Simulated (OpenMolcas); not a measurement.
A calculation on Mo III.

```json
{"Program": "OpenMolcas 26.06", "Method": "MS-CASPT2, IPEA 0.25 Eh, imaginary shift 0.1 Eh (closed shells correlated: 4s 4p)", "Basis": "ANO-RCC-VTZP [7s6p4d2f1g]", "Scalar Hamiltonian": "DKH2, point nucleus", "Active space": "4 electrons in 6 orbitals (4d 5s)", "State averaging": "2S+1 = 5 even, 15 roots; 2S+1 = 3 even, 95 roots; 2S+1 = 1 even, 90 roots", "Spin-orbit coupling": "RASSI with atomic mean-field integrals over the reference wave functions, term energies averaged over their components"}
```

Which level of the active space comes out lowest?

4d4 5D0, with 98 % of that term; it is also the measured ground level.

How high does 4d4 3H5 lie?

14550 cm-1 above the lowest level; measured 13276 cm-1 above the ground level, so the calculation is off by +10 %.

How high does 4d4 5D4 lie?

1931 cm-1 above the lowest level; measured 1872 cm-1 above the ground level, so the calculation is off by +3 %.

How high does 4d4 3F4(1) lie?

15500 cm-1 above the lowest level; measured 14296 cm-1 above the ground level, so the calculation is off by +8 %.

The level at 15160 cm-1 has J = 3. What is it made of, and what is its g factor?

80 % 4d4 3F3(1), 19 % 4d4 3G; g = 1.021, against 1.084 from Landé's formula for the pure leading term.

Measured values: Sugar and Musgrove, J. Phys. Chem. Ref. Data 17, 155 (1988).

CASPT2 does not keep the components of a term degenerate, so their means are used; among the terms shown or strongly mixed into the levels shown the widest spread is 200 cm-1 (4d4 3F(1)). Blocks of more than 70 roots (2S+1 = 3 even, 1 even) ran without multistate coupling. Configurations are named by rounded mean occupations; where the s occupation lies near a half they are strongly mixed, a name can repeat and a true partner stay unpaired. Computed and measured levels are paired by configuration, term and J; levels that our copy of the source lacks, or whose pairing is in doubt (as where it misses far off the trend of its configuration), stay unpaired and out of the deviations. Only configurations of the active space appear.

A number in round brackets counts repeated terms of one configuration in the order of the reference energies.
